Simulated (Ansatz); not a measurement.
## Molecular dynamics of ClGeH$_{3}$

The input (input.yaml):

```yaml
crystal:
  periodic: [false, false, false]
  atoms:
    - { symbol: Ge, position_ang: [0.000352, 0.0, -0.0218] }
    - { symbol: Cl, position_ang: [9.2e-05, 0.0, 2.159421] }
    - { symbol: H, position_ang: [1.475907, 0.0, -0.488574] }
    - { symbol: H, position_ang: [-0.737376, 1.277829, -0.488823] }
    - { symbol: H, position_ang: [-0.737376, -1.277829, -0.488823] }
basis:
  gaussian: { orbitals: def2-SVP }
hamiltonian:
  xc: pbe
md:
  timestep: 0.25
  n_steps: 100
  ensemble: nvt_nose_hoover
  temperature: 1000.0
  initial_velocities: maxwell_boltzmann
  seed: 641907
  nose_hoover: { tau: 1.0, chain_length: 1 }
```

Launched with:

```bash
$ ansatz run input.yaml --threads 1 --pin off --max-ram 2048MiB --backend cpu --events-out ev --progress --plain --runs-dir out
```

It starts from a relaxed structure.

Output, in part (one step line in 2, the closing report, with atoms numbered from 0):

```
md step     0: t =     0.00 fs  T =  1000.0 K  F+E_penalty+E_count = -69065.50107923 eV  E_kin = 0.387780 eV  conserved = -69065.11329923 eV  (23 SCF iters)
md step     2: t =     0.50 fs  T =   988.5 K  F+E_penalty+E_count = -69065.49639311 eV  E_kin = 0.383304 eV  conserved = -69065.11330237 eV  (23 SCF iters)
md step     4: t =     1.00 fs  T =   959.6 K  F+E_penalty+E_count = -69065.48248480 eV  E_kin = 0.372118 eV  conserved = -69065.11328484 eV  (23 SCF iters)
md step     6: t =     1.50 fs  T =   928.8 K  F+E_penalty+E_count = -69065.46046156 eV  E_kin = 0.360186 eV  conserved = -69065.11324531 eV  (22 SCF iters)
md step     8: t =     2.00 fs  T =   913.9 K  F+E_penalty+E_count = -69065.43233177 eV  E_kin = 0.354380 eV  conserved = -69065.11318738 eV  (23 SCF iters)
md step    10: t =     2.50 fs  T =   928.4 K  F+E_penalty+E_count = -69065.40070293 eV  E_kin = 0.359996 eV  conserved = -69065.11311979 eV  (22 SCF iters)
md step    12: t =     3.00 fs  T =   977.5 K  F+E_penalty+E_count = -69065.36856097 eV  E_kin = 0.379061 eV  conserved = -69065.11305507 eV  (22 SCF iters)
md step    14: t =     3.50 fs  T =  1052.3 K  F+E_penalty+E_count = -69065.33903040 eV  E_kin = 0.408043 eV  conserved = -69065.11300911 eV  (23 SCF iters)
md step    16: t =     4.00 fs  T =  1123.2 K  F+E_penalty+E_count = -69065.31480714 eV  E_kin = 0.435571 eV  conserved = -69065.11299591 eV  (22 SCF iters)
md step    18: t =     4.50 fs  T =  1149.3 K  F+E_penalty+E_count = -69065.29717839 eV  E_kin = 0.445670 eV  conserved = -69065.11301956 eV  (23 SCF iters)
md step    20: t =     5.00 fs  T =  1108.4 K  F+E_penalty+E_count = -69065.28526796 eV  E_kin = 0.429824 eV  conserved = -69065.11307011 eV  (23 SCF iters)
md step    22: t =     5.50 fs  T =  1020.3 K  F+E_penalty+E_count = -69065.27641311 eV  E_kin = 0.395660 eV  conserved = -69065.11312836 eV  (22 SCF iters)
md step    24: t =     6.00 fs  T =   927.6 K  F+E_penalty+E_count = -69065.26744228 eV  E_kin = 0.359718 eV  conserved = -69065.11317817 eV  (22 SCF iters)
md step    26: t =     6.50 fs  T =   864.4 K  F+E_penalty+E_count = -69065.25563524 eV  E_kin = 0.335196 eV  conserved = -69065.11320978 eV  (22 SCF iters)
md step    28: t =     7.00 fs  T =   846.2 K  F+E_penalty+E_count = -69065.23885122 eV  E_kin = 0.328131 eV  conserved = -69065.11321978 eV  (23 SCF iters)
md step    30: t =     7.50 fs  T =   875.1 K  F+E_penalty+E_count = -69065.21524432 eV  E_kin = 0.339346 eV  conserved = -69065.11320765 eV  (24 SCF iters)
md step    32: t =     8.00 fs  T =   942.5 K  F+E_penalty+E_count = -69065.18311340 eV  E_kin = 0.365488 eV  conserved = -69065.11317447 eV  (24 SCF iters)
md step    34: t =     8.50 fs  T =  1025.1 K  F+E_penalty+E_count = -69065.14120024 eV  E_kin = 0.397509 eV  conserved = -69065.11312276 eV  (23 SCF iters)
md step    36: t =     9.00 fs  T =  1084.4 K  F+E_penalty+E_count = -69065.08947025 eV  E_kin = 0.420520 eV  conserved = -69065.11305891 eV  (23 SCF iters)
md step    38: t =     9.50 fs  T =  1086.2 K  F+E_penalty+E_count = -69065.02986138 eV  E_kin = 0.421206 eV  conserved = -69065.11298879 eV  (23 SCF iters)
md step    40: t =    10.00 fs  T =  1030.1 K  F+E_penalty+E_count = -69064.96607870 eV  E_kin = 0.399441 eV  conserved = -69065.11292128 eV  (23 SCF iters)
md step    42: t =    10.50 fs  T =   952.2 K  F+E_penalty+E_count = -69064.90220354 eV  E_kin = 0.369242 eV  conserved = -69065.11286125 eV  (23 SCF iters)
md step    44: t =    11.00 fs  T =   896.6 K  F+E_penalty+E_count = -69064.84128929 eV  E_kin = 0.347697 eV  conserved = -69065.11281092 eV  (23 SCF iters)
md step    46: t =    11.50 fs  T =   893.6 K  F+E_penalty+E_count = -69064.78501470 eV  E_kin = 0.346537 eV  conserved = -69065.11276975 eV  (23 SCF iters)
md step    48: t =    12.00 fs  T =   956.1 K  F+E_penalty+E_count = -69064.73429387 eV  E_kin = 0.370755 eV  conserved = -69065.11273652 eV  (22 SCF iters)
md step    50: t =    12.50 fs  T =  1074.4 K  F+E_penalty+E_count = -69064.69019532 eV  E_kin = 0.416620 eV  conserved = -69065.11271087 eV  (24 SCF iters)
md step    52: t =    13.00 fs  T =  1200.2 K  F+E_penalty+E_count = -69064.65461749 eV  E_kin = 0.465400 eV  conserved = -69065.11269317 eV  (23 SCF iters)
md step    54: t =    13.50 fs  T =  1253.0 K  F+E_penalty+E_count = -69064.63015493 eV  E_kin = 0.485894 eV  conserved = -69065.11268576 eV  (24 SCF iters)
md step    56: t =    14.00 fs  T =  1190.6 K  F+E_penalty+E_count = -69064.61886365 eV  E_kin = 0.461691 eV  conserved = -69065.11269125 eV  (25 SCF iters)
md step    58: t =    14.50 fs  T =  1061.0 K  F+E_penalty+E_count = -69064.62092754 eV  E_kin = 0.411420 eV  conserved = -69065.11271219 eV  (24 SCF iters)
md step    60: t =    15.00 fs  T =   944.9 K  F+E_penalty+E_count = -69064.63468086 eV  E_kin = 0.366408 eV  conserved = -69065.11274879 eV  (25 SCF iters)
md step    62: t =    15.50 fs  T =   888.3 K  F+E_penalty+E_count = -69064.65763819 eV  E_kin = 0.344483 eV  conserved = -69065.11280006 eV  (24 SCF iters)
md step    64: t =    16.00 fs  T =   898.8 K  F+E_penalty+E_count = -69064.68713796 eV  E_kin = 0.348529 eV  conserved = -69065.11286506 eV  (24 SCF iters)
md step    66: t =    16.50 fs  T =   960.4 K  F+E_penalty+E_count = -69064.72014896 eV  E_kin = 0.372419 eV  conserved = -69065.11294153 eV  (24 SCF iters)
md step    68: t =    17.00 fs  T =  1037.9 K  F+E_penalty+E_count = -69064.75273720 eV  E_kin = 0.402483 eV  conserved = -69065.11302377 eV  (23 SCF iters)
md step    70: t =    17.50 fs  T =  1082.7 K  F+E_penalty+E_count = -69064.78007085 eV  E_kin = 0.419855 eV  conserved = -69065.11310315 eV  (23 SCF iters)
md step    72: t =    18.00 fs  T =  1061.0 K  F+E_penalty+E_count = -69064.79764668 eV  E_kin = 0.411428 eV  conserved = -69065.11316281 eV  (24 SCF iters)
md step    74: t =    18.50 fs  T =   983.0 K  F+E_penalty+E_count = -69064.80318636 eV  E_kin = 0.381187 eV  conserved = -69065.11318714 eV  (24 SCF iters)
md step    76: t =    19.00 fs  T =   892.3 K  F+E_penalty+E_count = -69064.79748267 eV  E_kin = 0.346034 eV  conserved = -69065.11316749 eV  (24 SCF iters)
md step    78: t =    19.50 fs  T =   832.1 K  F+E_penalty+E_count = -69064.78362254 eV  E_kin = 0.322681 eV  conserved = -69065.11310557 eV  (23 SCF iters)
md step    80: t =    20.00 fs  T =   830.3 K  F+E_penalty+E_count = -69064.76580659 eV  E_kin = 0.321985 eV  conserved = -69065.11301192 eV  (24 SCF iters)
md step    82: t =    20.50 fs  T =   903.3 K  F+E_penalty+E_count = -69064.74884368 eV  E_kin = 0.350300 eV  conserved = -69065.11290396 eV  (23 SCF iters)
md step    84: t =    21.00 fs  T =  1051.2 K  F+E_penalty+E_count = -69064.73817095 eV  E_kin = 0.407637 eV  conserved = -69065.11280699 eV  (23 SCF iters)
md step    86: t =    21.50 fs  T =  1227.6 K  F+E_penalty+E_count = -69064.73929599 eV  E_kin = 0.476042 eV  conserved = -69065.11275388 eV  (24 SCF iters)
md step    88: t =    22.00 fs  T =  1322.4 K  F+E_penalty+E_count = -69064.75545601 eV  E_kin = 0.512798 eV  conserved = -69065.11276901 eV  (23 SCF iters)
md step    90: t =    22.50 fs  T =  1252.7 K  F+E_penalty+E_count = -69064.78470282 eV  E_kin = 0.485758 eV  conserved = -69065.11284661 eV  (23 SCF iters)
md step    92: t =    23.00 fs  T =  1073.4 K  F+E_penalty+E_count = -69064.82064547 eV  E_kin = 0.416232 eV  conserved = -69065.11295299 eV  (23 SCF iters)
md step    94: t =    23.50 fs  T =   900.1 K  F+E_penalty+E_count = -69064.85687087 eV  E_kin = 0.349046 eV  conserved = -69065.11305613 eV  (23 SCF iters)
md step    96: t =    24.00 fs  T =   795.3 K  F+E_penalty+E_count = -69064.88964415 eV  E_kin = 0.308413 eV  conserved = -69065.11313882 eV  (23 SCF iters)
md step    98: t =    24.50 fs  T =   769.6 K  F+E_penalty+E_count = -69064.91739519 eV  E_kin = 0.298419 eV  conserved = -69065.11319671 eV  (24 SCF iters)
md step   100: t =    25.00 fs  T =   816.4 K  F+E_penalty+E_count = -69064.93930209 eV  E_kin = 0.316567 eV  conserved = -69065.11322867 eV  (25 SCF iters)
Total energy: -69064.93933058 eV, -2538.0897065017 hartree
Atom 0 at     0.015208    -0.005823    -0.092154 Å, force    -1.875871     0.890114     1.917858 eV/Å
Atom 1 at    -0.017651     0.006282     2.308676 Å, force     0.534938    -0.244269    -1.930810 eV/Å
Atom 2 at     1.223304     0.080437    -1.009561 Å, force     0.800856    -0.042909     0.206094 eV/Å
Atom 3 at    -0.818034     1.359300    -0.157909 Å, force     0.402769    -0.689178    -0.295371 eV/Å
Atom 4 at    -0.850545    -1.241079    -0.478607 Å, force     0.137308     0.086242     0.102229 eV/Å
Dipole moment:     0.073641    -0.033180    -0.551424 e Å
```

The run went to its last step. The conserved energy stayed within 0.13 meV per atom of its start (net change 0.014 meV per atom), so the integration is sound. A run of 0.025 ps of so small a system gives no equilibrium averages.

The same pairs are bonded in the first frame and the last. Pairs count as bonded within 1.25 times the sum of covalent radii (0.12 Å more for H–H).

Last frame:

```xyz
5
Properties=species:S:1:pos:R:3
Ge 0.015 -0.006 -0.092
Cl -0.018 0.006 2.309
H 1.223 0.080 -1.010
H -0.818 1.359 -0.158
H -0.851 -1.241 -0.479
```

Run time: 2.2 min on 1 thread of Arm Neoverse V1, with other jobs on the host, peak memory 0.1 GiB.
